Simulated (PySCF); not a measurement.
**TDDFT excited states: F4Ge2S2**

Cyclo-(F2GeS)2.
Bonds: Ge1–F2, Ge1–F3, Ge1–S4, Ge1–S8, S4–Ge5, Ge5–F6, Ge5–F7, Ge5–S8.

Method: PySCF 2.14.0, density-fitted response routines, TDDFT PBE0/def2-SVPD, vertical, gas phase, core orbitals frozen in the response. Geometry: PBE0-D3(BJ)/def2-SVP, one conformer, isolated molecule. The PBE0/def2-SVPD calculation is non-relativistic and has no spin–orbit coupling, an omission that weighs most on germanium.

**Question.** List the vertical singlet excitations with oscillator strengths and describe the spectrum.

**Answer.** 

```tsv
state	E (eV)	E (hartree)	f	|μ| (D)	main configurations (H = HOMO, L = LUMO)
S1	4.73	0.1739	0.0000	0.00	H→L (99%)
S2	5.32	0.1957	0.0000	0.00	H→L+1 (99%)
S3	5.55	0.2039	0.0000	0.01	H-1→L (98%)
S4	5.83	0.2142	0.0000	0.01	H-2→L (99%)
S5	6.13	0.2251	0.032	1.17	H-1→L+1 (97%)
S6	6.42	0.2361	0.045	1.36	H-2→L+1 (95%)
S7	6.97	0.2562	0.0009	0.19	H-3→L (55%), H→L+3 (44%)
S8	7.25	0.2665	0.0000	0.01	H-3→L+1 (98%)
S9	7.26	0.2670	0.0059	0.46	H→L+2 (95%)
S10	7.30	0.2681	0.0000	0.03	H→L+4 (97%)
S11	7.67	0.2819	0.078	1.63	H→L+3 (36%), H-2→L+4 (30%), H-3→L (27%)
S12	7.82	0.2873	0.0000	0.01	H-4→L (52%), H-1→L+3 (44%)
S13	7.90	0.2903	0.0000	0.00	H→L+5 (97%)
S14	7.98	0.2933	0.0000	0.01	H-1→L+2 (78%), H-2→L+3 (18%)
S15	8.13	0.2986	0.0001	0.05	H-2→L+3 (70%), H-1→L+2 (16%)
```

Triplets, Tamm–Dancoff:

```csv
state,E (eV),λ (nm),"main configurations (H = HOMO, L = LUMO)"
T1,4.36,284.4,H→L (98%)
T2,4.98,249.0,H→L+1 (95%)
T3,5.13,241.7,H-1→L (96%)
T4,5.16,240.5,H-2→L (97%)
```

The lowest singlet lies at 4.73 eV (262 nm, ultraviolet) and is dark (f under 0.0005); its leading configuration is HOMO→LUMO (99%). The strongest level in the table is S11 at 7.67 eV (162 nm, f = 0.078). Löwdin shares by element: HOMO sulfur 86%, germanium 12%; LUMO sulfur 59%, germanium 26%. Of the 15 states listed, 3 reach f = 0.01 and 10 stay under 0.0005. Orbital energies (eV): HOMO-3 -10.99, HOMO-2 -9.92, HOMO-1 -9.76, HOMO -8.97, LUMO -2.68, LUMO+1 -2.33, LUMO+2 -0.46. The listed states span 3.39 eV, and the widest gap between neighbours is 0.59 eV (S1 to S2). The window holds the lowest 15 singlets.

Hardware: one thread, AMD EPYC (x86_64), no GPU, shared host with 64 logical CPUs at a one-minute load of 54. Cost: 2.8 min wall (with the writing of density and orbital grids), 1.0 GiB resident at most.
